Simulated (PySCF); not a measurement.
A PySCF script (with the pyscf-properties extension) for the NMR shieldings of `C=C[P@H+]1CC=C([SiH3])C1`, [C6H12PSi]+, on a GFN2-xTB geometry:

```python
import basis_set_exchange as bse
import numpy as np
from pyscf import gto, dft
from pyscf.prop import nmr

atoms = """
C     3.465844    0.274206    0.962500
C     2.164271    0.021921    0.986907
P     1.147342   -0.080484   -0.480206
C     0.220701   -1.645178   -0.591888
C    -1.211657   -1.202546   -0.382241
C    -1.486134    0.089685   -0.297154
Si   -3.223221    0.840792   -0.048177
C    -0.305366    1.026587   -0.426179
H     4.041924    0.332429    1.871715
H     4.007610    0.431825    0.042955
H     1.619620   -0.134486    1.912265
H     1.946057    0.127501   -1.585316
H     0.546761   -2.358451    0.170760
H     0.353527   -2.120024   -1.568698
H    -1.963776   -1.969863   -0.319360
H    -3.095368    1.712948    1.118693
H    -3.494440    1.600878   -1.265801
H    -4.125769   -0.280942    0.165595
H    -0.237538    1.718152    0.417596
H    -0.375539    1.625729   -1.337909
"""
names = dict.fromkeys(["C", "P", "Si", "H"], "pcSseg-1")
basis = {el: gto.basis.parse(bse.get_basis(n, elements=[el], fmt="nwchem")) for el, n in names.items()}
mol = gto.M(atom=atoms, basis=basis, charge=1, verbose=0)
mf = dft.RKS(mol, xc="PBE0")
mf.grids.level = 2
mf.grids.alignment = dft.numint.BLKSIZE   # the property module wants whole blocks of grid points
mf.conv_tol = 1e-9
mf.kernel()

calc = nmr.RKS(mf)   # GIAO
C = mf.mo_coeff
Co = C[:, mf.mo_occ > 0]
resp = mf.gen_response(singlet=True, hermi=2)
def vind(x):   # induced exchange potential for any number of trial vectors
    d = np.einsum("pi,xij,qj->xpq", C, 2 * x.reshape(-1, C.shape[1], Co.shape[1]), Co, optimize=True)
    return np.einsum("xpq,pi,qj->xij", resp(d - d.transpose(0, 2, 1)), C, Co, optimize=True).ravel()
mo1, _ = nmr.rhf.solve_mo1(calc, with_cphf=vind)
sigma = calc.kernel(mo1)
for i, s in enumerate(sigma):   # ppm
    w = np.linalg.eigvalsh((s + s.T) / 2)
    print("%2d %-2s iso %8.1f  s11 %8.1f  s22 %8.1f  s33 %8.1f" % (i, mol.atom_pure_symbol(i), w.mean(), *w))
```

Problem. What does it print?

Solution. 
```
 0 C  iso     28.6  s11    -97.3  s22     14.1  s33    169.1
 1 C  iso     67.1  s11    -39.4  s22     80.4  s33    160.3
 2 P  iso    314.7  s11    263.6  s22    338.7  s33    342.0
 3 C  iso    149.7  s11    117.3  s22    153.3  s33    178.4
 4 C  iso     44.8  s11    -60.4  s22     71.0  s33    123.9
 5 C  iso     40.2  s11    -74.2  s22     48.3  s33    146.6
 6 Si iso    420.5  s11    396.2  s22    414.2  s33    451.0
 7 C  iso    147.7  s11    112.7  s22    150.7  s33    179.8
 8 H  iso     24.3  s11     21.0  s22     23.6  s33     28.2
 9 H  iso     24.5  s11     19.5  s22     24.3  s33     29.7
10 H  iso     25.5  s11     22.7  s22     24.9  s33     28.9
11 H  iso     25.5  s11     22.3  s22     22.5  s33     31.7
12 H  iso     28.2  s11     23.6  s22     26.4  s33     34.6
13 H  iso     27.9  s11     23.2  s22     25.7  s33     34.8
14 H  iso     25.2  s11     21.9  s22     25.9  s33     27.8
15 H  iso     27.3  s11     23.6  s22     26.1  s33     32.1
16 H  iso     27.2  s11     23.7  s22     25.6  s33     32.4
17 H  iso     27.1  s11     23.3  s22     26.0  s33     32.1
18 H  iso     28.2  s11     23.1  s22     27.9  s33     33.6
19 H  iso     27.9  s11     22.7  s22     27.0  s33     33.9
```

These numbers come from an equivalent density-fitted implementation of the same equations, which agrees with the script to about 0.01 ppm for H and up to a few tenths of a ppm for heavy atoms, so last digits may differ.

Problem. Turn these shieldings into chemical shifts. δ = σ(ref) − σ, references computed at the same level: $^{13}$C (σref 186.93), $^{29}$Si (σref 349.16), $^{1}$H (σref 31.72) vs TMS; H3PO4 for $^{31}$P (σref 318.38).

Solution. Averaging equivalent atoms: C 0: 158.3; C 5: 146.7; C 4: 142.1; C 1: 119.8; C 7: 39.2; C 3: 37.3; P 2: 3.6; Si 6: -71.3; H 8: 7.47; H 9: 7.19; H 14: 6.52; H 10: 6.22; H 11: 6.22; H 15/16/17: 4.51; H 13: 3.84; H 19: 3.84; H 12: 3.53; H 18: 3.51 ppm. Experimental scales use liquid or dissolved standards, which lie at an offset from isolated H3PO4.

Size and cost of the density-fitted run: 210 basis functions, 87 s wall time on 1 thread of an Arm Neoverse N1, shared host; peak memory 1 GiB.
